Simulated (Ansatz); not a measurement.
Be7O7. Total charge 0; singlet. Geometry PBE0-D4/def2-SVP.

Cartesian coordinates in Å:
```
Be 2.227 2.099 -0.320
Be -2.261 -1.434 1.518
Be 1.847 0.486 -2.416
Be 0.928 2.134 2.015
Be -1.747 -2.353 -0.939
Be 0.079 -1.497 -2.691
Be -1.072 0.564 2.832
O -2.364 -2.236 0.342
O 2.404 1.526 -1.614
O -1.969 -0.513 2.567
O -0.985 -2.273 -2.141
O 1.863 2.497 1.001
O -0.085 1.594 2.861
O 1.136 -0.595 -3.015
```

Another isomer (singlet) lies 0.20 eV lower at PBE0-D4/def2-TZVP; other spin states weren't run for this one.

Problem. Estimate the orbital energies around the gap (eV) in Ansatz with PBE-D4/def2-SVP, r2SCANh-D4/def2-TZVP, PBE0-D4/def2-TZVP, PBE0-D4/def2-TZVPD, r2SCAN0-D4/def2-TZVP.

Solution. 
```json
{"orbital": "HOMO−9", "PBE-D4/def2-SVP": "-8.38", "r2SCANh-D4/def2-TZVP": "-9.12", "PBE0-D4/def2-TZVP": "-9.80", "PBE0-D4/def2-TZVPD": "-9.85", "r2SCAN0-D4/def2-TZVP": "-10.04"}
{"orbital": "HOMO−8", "PBE-D4/def2-SVP": "-8.38", "r2SCANh-D4/def2-TZVP": "-9.12", "PBE0-D4/def2-TZVP": "-9.80", "PBE0-D4/def2-TZVPD": "-9.85", "r2SCAN0-D4/def2-TZVP": "-10.04"}
{"orbital": "HOMO−7", "PBE-D4/def2-SVP": "-7.93", "r2SCANh-D4/def2-TZVP": "-8.70", "PBE0-D4/def2-TZVP": "-9.38", "PBE0-D4/def2-TZVPD": "-9.44", "r2SCAN0-D4/def2-TZVP": "-9.63"}
{"orbital": "HOMO−6", "PBE-D4/def2-SVP": "-7.93", "r2SCANh-D4/def2-TZVP": "-8.70", "PBE0-D4/def2-TZVP": "-9.38", "PBE0-D4/def2-TZVPD": "-9.44", "r2SCAN0-D4/def2-TZVP": "-9.63"}
{"orbital": "HOMO−5", "PBE-D4/def2-SVP": "-7.77", "r2SCANh-D4/def2-TZVP": "-8.53", "PBE0-D4/def2-TZVP": "-9.19", "PBE0-D4/def2-TZVPD": "-9.24", "r2SCAN0-D4/def2-TZVP": "-9.43"}
{"orbital": "HOMO−4", "PBE-D4/def2-SVP": "-7.77", "r2SCANh-D4/def2-TZVP": "-8.53", "PBE0-D4/def2-TZVP": "-9.19", "PBE0-D4/def2-TZVPD": "-9.24", "r2SCAN0-D4/def2-TZVP": "-9.43"}
{"orbital": "HOMO−3", "PBE-D4/def2-SVP": "-7.38", "r2SCANh-D4/def2-TZVP": "-8.18", "PBE0-D4/def2-TZVP": "-8.84", "PBE0-D4/def2-TZVPD": "-8.89", "r2SCAN0-D4/def2-TZVP": "-9.08"}
{"orbital": "HOMO−2", "PBE-D4/def2-SVP": "-7.38", "r2SCANh-D4/def2-TZVP": "-8.18", "PBE0-D4/def2-TZVP": "-8.84", "PBE0-D4/def2-TZVPD": "-8.89", "r2SCAN0-D4/def2-TZVP": "-9.08"}
{"orbital": "HOMO−1", "PBE-D4/def2-SVP": "-7.18", "r2SCANh-D4/def2-TZVP": "-7.98", "PBE0-D4/def2-TZVP": "-8.62", "PBE0-D4/def2-TZVPD": "-8.68", "r2SCAN0-D4/def2-TZVP": "-8.87"}
{"orbital": "HOMO", "PBE-D4/def2-SVP": "-7.18", "r2SCANh-D4/def2-TZVP": "-7.98", "PBE0-D4/def2-TZVP": "-8.62", "PBE0-D4/def2-TZVPD": "-8.68", "r2SCAN0-D4/def2-TZVP": "-8.87"}
{"orbital": "LUMO", "PBE-D4/def2-SVP": "-1.87", "r2SCANh-D4/def2-TZVP": "-1.18", "PBE0-D4/def2-TZVP": "-1.15", "PBE0-D4/def2-TZVPD": "-1.21", "r2SCAN0-D4/def2-TZVP": "-0.89"}
{"orbital": "LUMO+1", "PBE-D4/def2-SVP": "-0.91", "r2SCANh-D4/def2-TZVP": "-0.26", "PBE0-D4/def2-TZVP": "-0.32", "PBE0-D4/def2-TZVPD": "-0.41", "r2SCAN0-D4/def2-TZVP": "0.01"}
{"orbital": "LUMO+2", "PBE-D4/def2-SVP": "-0.91", "r2SCANh-D4/def2-TZVP": "-0.26", "PBE0-D4/def2-TZVP": "-0.32", "PBE0-D4/def2-TZVPD": "-0.41", "r2SCAN0-D4/def2-TZVP": "0.01"}
{"orbital": "LUMO+3", "PBE-D4/def2-SVP": "0.12", "r2SCANh-D4/def2-TZVP": "0.72", "PBE0-D4/def2-TZVP": "0.59", "PBE0-D4/def2-TZVPD": "0.29", "r2SCAN0-D4/def2-TZVP": "0.95"}
{"orbital": "LUMO+4", "PBE-D4/def2-SVP": "0.12", "r2SCANh-D4/def2-TZVP": "0.72", "PBE0-D4/def2-TZVP": "0.59", "PBE0-D4/def2-TZVPD": "0.41", "r2SCAN0-D4/def2-TZVP": "0.95"}
{"orbital": "LUMO+5", "PBE-D4/def2-SVP": "0.26", "r2SCANh-D4/def2-TZVP": "1.01", "PBE0-D4/def2-TZVP": "0.99", "PBE0-D4/def2-TZVPD": "0.41", "r2SCAN0-D4/def2-TZVP": "1.30"}
```
